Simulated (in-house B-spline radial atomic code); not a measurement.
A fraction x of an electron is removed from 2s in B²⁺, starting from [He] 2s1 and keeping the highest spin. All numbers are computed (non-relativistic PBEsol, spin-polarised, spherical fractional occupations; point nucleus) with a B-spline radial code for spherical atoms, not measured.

```tsv
x	E(x) - E(0) (eV)	2s up level (eV)
0	0.0000	-32.459
0.07	2.3012	-33.288
0.14	4.6602	-34.112
0.31	10.6276	-36.083
0.47	16.5452	-37.873
0.5	17.6863	-38.198
0.61	21.9521	-39.351
0.69	25.1321	-40.141
0.81	30.0155	-41.226
0.88	32.9216	-41.798
1	37.9840	-
```

The exact functional would give a straight line between the two integer points. Deviations E(x) - E(0) - x[E(1) - E(0)], in eV: -0.358 at x = 0.07, -0.658 at x = 0.14, -1.147 at x = 0.31, -1.307 at x = 0.47, -1.306 at x = 0.5, -1.218 at x = 0.61, -1.077 at x = 0.69, -0.752 at x = 0.81, -0.504 at x = 0.88.

The curve lies below the straight line by up to 1.307 eV (at x = 0.47): convex, the delocalisation error that favours fractional charges.

(1) How well does Slater's transition state (minus the level at half occupation) give the ionisation energy?

Results:

(1) It gives 38.198 eV against 37.984 eV from the two total energies; NIST lists 37.93 eV, ground level to ground level.
